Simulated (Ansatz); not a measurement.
Reaction (ligand exchange at a Ge–N bond): `CC(C)[NH][Ge]([Cl])([Cl])[Cl]` + `CCNC` → `CC[N](C)[Ge]([Cl])([Cl])[Cl]` + `CC(C)N`

Program: Ansatz. Geometries: PBE0-D4/def2-TZVP. ΔE: electronic, gas phase. CCSD(T)/CBS adds triple-zeta CCSD(T) − MP2 to the extrapolated MP2 energy (def2 sets, frozen cores). Functionals use def2-TZVPP. For Ge outer-core shells are correlated without core-valence functions, which leaves a few kJ/mol of doubt a bond. Scalar relativity is left out up to krypton. Each species was taken in one conformer, which may not be the lowest.

`CC(C)[NH][Ge]([Cl])([Cl])[Cl]`:

Z-matrix (Å, degrees):
```
C
C 1 1.520
H 1 1.091 2 110.7
H 1 1.092 2 110.8 3 -120.9
H 1 1.095 2 110.4 3 119.8
C 2 1.521 1 111.7 3 178.1
N 2 1.462 1 109.1 3 -56.7
H 2 1.096 1 108.0 3 58.7
H 6 1.095 2 110.3 1 61.1
H 6 1.091 2 111.3 1 -178.9
H 6 1.093 2 110.9 1 -58.2
Ge 7 1.792 2 122.6 1 147.6
H 7 1.012 2 113.8 1 -68.2
Cl 12 2.125 7 107.7 2 -179.3
Cl 12 2.128 7 108.8 2 -59.1
Cl 12 2.146 7 116.4 2 60.1
```

`CCNC`:

Cartesian coordinates in Å:
```
C -0.999 -0.464 -1.501
C 0.093 -0.459 -0.453
N -0.044 0.670 0.441
C 0.942 0.682 1.497
H -0.987 0.467 -2.072
H -0.874 -1.299 -2.192
H -1.986 -0.562 -1.039
H 1.072 -0.382 -0.940
H 0.095 -1.424 0.087
H -0.975 0.672 0.839
H 0.756 1.520 2.171
H 0.971 -0.244 2.096
H 1.937 0.823 1.065
```

`CC[N](C)[Ge]([Cl])([Cl])[Cl]`:

```xyz
16

C    -1.390   -0.085    1.601
C    -1.046    0.134    0.139
N     0.368   -0.090   -0.139
C     1.254    0.953    0.342
Ge    0.797   -0.914   -1.681
Cl    2.852   -1.461   -1.646
Cl   -0.399   -2.659   -1.902
Cl    0.494    0.276   -3.441
H    -1.127   -1.100    1.906
H    -2.461    0.058    1.758
H    -0.866    0.616    2.254
H    -1.335    1.150   -0.168
H    -1.637   -0.557   -0.468
H     0.999    1.940   -0.066
H     1.207    1.011    1.433
H     2.288    0.726    0.077
```

`CC(C)N`:

Z-matrix (Å, degrees):
```
C
C 1 1.517
H 1 1.094 2 111.2
H 1 1.093 2 110.1 3 119.6
H 1 1.092 2 111.0 3 -119.9
C 2 1.517 1 111.4 3 179.9
N 2 1.458 1 108.8 3 -60.1
H 2 1.104 1 107.8 3 61.7
H 6 1.094 2 111.2 1 -179.8
H 6 1.092 2 111.0 1 -59.9
H 6 1.093 2 110.1 1 60.5
H 7 1.013 2 110.6 1 60.0
H 7 1.013 2 110.6 1 178.4
```

```tsv
level	ΔE (kJ/mol)
RPA@PBE/def2-TZVPP	-0.2
SCS-MP2/def2-QZVPP	0.6
```

Problem. What does CCSD(T)/CBS give? (An estimate is asked.)

Solution. The calculation gave: +0.3 kJ/mol. The listed levels differ from it by -0.5, 0.3 kJ/mol.

Problem. What do rigid-rotor, harmonic-oscillator terms from PBE0-D4/def2-TZVP frequencies (298.15 K, 1 bar) make of the CCSD(T)/CBS value? (Estimate.)

Solution. Computed: ΔZPE = +0.3 kJ/mol, ΔH = +0.8 kJ/mol, ΔS = 0 J/(mol·K), ΔG = +0.8 kJ/mol. Modes under 50 cm⁻¹ make the entropy rough.

Largest T1 diagnostic among the species: 0.010.

The D4 term adds −4.3 kJ/mol with B3LYP and −2.3 kJ/mol with PBE0; it sums over pairs of atoms, weighted by their polarisabilities, and B3LYP, whose exchange is more repulsive, gets the larger term. In def2-TZVPP, CCSD(T) changes the Hartree–Fock value by −12.2 kJ/mol (the triples alone add −1.9 kJ/mol) and MP2 by −14.5 kJ/mol.

B3LYP here is the variant with VWN-RPA as its local correlation; programs differ in this.
